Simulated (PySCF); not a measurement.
C8H10Se.
Numbering: `[CH3:1][CH:2]=[C:3]=[C:4]=[C:5]=[C:6]([CH3:7])[Se:8][CH3:9]` (hydrogens: H10, H11, H12 on C1; H13 on C2; H14, H15, H16 on C7; H17, H18, H19 on C9)

Computed with PBE0-D3(BJ)/def2-SVP geometry optimisation, gas phase (PySCF 2.14.0).

(1) What internal coordinates does the optimisation give?

Results:

(1) 
| bond | length (bohr) |
| --- | --- |
| C1–C2 | 2.829 |
| C2=C3 | 2.493 |
| C3=C4 | 2.426 |
| C4=C5 | 2.424 |
| C5=C6 | 2.493 |
| C6–C7 | 2.836 |
| C6–Se8 | 3.608 |
| Se8–C9 | 3.654 |
| C1–H10, C1–H11, C1–H12 | 2.081 |
| C2–H13 | 2.079 |
| C7–H14, C7–H15, C7–H16 | 2.080 |
| C9–H17, C9–H18, C9–H19 | 2.075 |

Bonds in one row agree within 0.02 bohr and their mean is given. A selection of angles:
| angle | degrees |
| --- | --- |
| C2–C1–H10 | 110.7 |
| H10–C1–H11 | 106.7 |
| H10–C1–H12 | 108.5 |
| C1–C2–C3 | 125.3 |
| C1–C2–H13 | 116.8 |
| C3–C2–H13 | 117.9 |
| C2–C3–C4 | 179.5 |
| C3–C4–C5 | 179.7 |
| C4–C5–C6 | 179.4 |
| C5–C6–C7 | 124.4 |
| C5–C6–Se8 | 121.6 |
| C7–C6–Se8 | 114.0 |
| C6–C7–H14 | 110.7 |
| H14–C7–H15 | 108.6 |
| H14–C7–H16 | 107.5 |
| C6–Se8–C9 | 98.9 |
| Se8–C9–H17 | 110.2 |
| Se8–C9–H18 | 106.5 |
| H17–C9–H18 | 109.9 |

Torsions: C5–C6–Se8–C9 0° (synperiplanar). The mirror-image conformer, all signs reversed, is as good.

The 6 C–C bonds span 1.283 Å (C4=C5, drawn double) to 1.501 Å (C6–C7, drawn single), a spread of 0.218 Å. Of the pairs four or more bonds apart, C5···H17 is among the closest relative to their van der Waals radii: 2.89 Å, 100 % of the sum of Bondi's values. Se8 (selenium bonded to 2 C) is bent (angle 98.9°). The C–Se distances run from 1.909 Å (C6–Se8, drawn single) to 1.934 Å (Se8–C9, drawn single), a spread of 0.025 Å.

Point group: C1 (no symmetry element, even within 0.4 Å). No frequency check. One conformer, not necessarily the lowest.

The run took 2.0 min on Arm Neoverse V1, one thread, shared host with 32 logical CPUs at a one-minute load of 8.4, and the process peaked at 0.97 GiB of memory. These figures are those of the optimisation.
